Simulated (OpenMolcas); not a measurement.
# How methods differ on C2H5NSi (SMILES C[SiH2]C#N)

C2H5NSi: 9 atoms, total charge 0, spin state singlet. As SMILES, `C[SiH2]C#N`. The coordinates come from a PBE0-D4/def2-TZVP relaxation.

Each level gives the vertical ionisation energy (to the doublet cation) (eV). The values are calculated.

| level | kind | program | value (eV) | less CCSD(T)/cc-pVDZ | CPU time (all runs) |
| --- | --- | --- | --- | --- | --- |
| BLYP/cc-pVDZ | GGA | OpenMolcas | 10.99 | -0.92 | 2.2 min |
| PBE/cc-pVDZ | GGA | OpenMolcas | 11.16 | -0.75 | 4 min |
| M06-L/cc-pVDZ | meta-GGA | OpenMolcas | 11.34 | -0.57 | 4.2 min |
| B3LYP/cc-pVDZ | global hybrid | OpenMolcas | 11.47 | -0.44 | 1.9 min |
| BHLYP/cc-pVDZ | global hybrid | OpenMolcas | 11.71 | -0.20 | 2.7 min |
| M06-2X/cc-pVDZ | hybrid meta-GGA | OpenMolcas | 11.87 | -0.04 | 2.9 min |
| PBE0/cc-pVDZ | global hybrid | OpenMolcas | 11.54 | -0.37 | 1.9 min |
| CCSD(T)/cc-pVDZ, open shells restricted | coupled cluster or CI | OpenMolcas | 11.91 | 0.00 | 2.4 min |

Differences are taken from CCSD(T)/cc-pVDZ, open shells restricted for orientation; it has basis-set and higher-order errors of its own. The values span 10.99 to 11.91 eV. CPU times are rough (shared hosts, several kinds of processor and program).
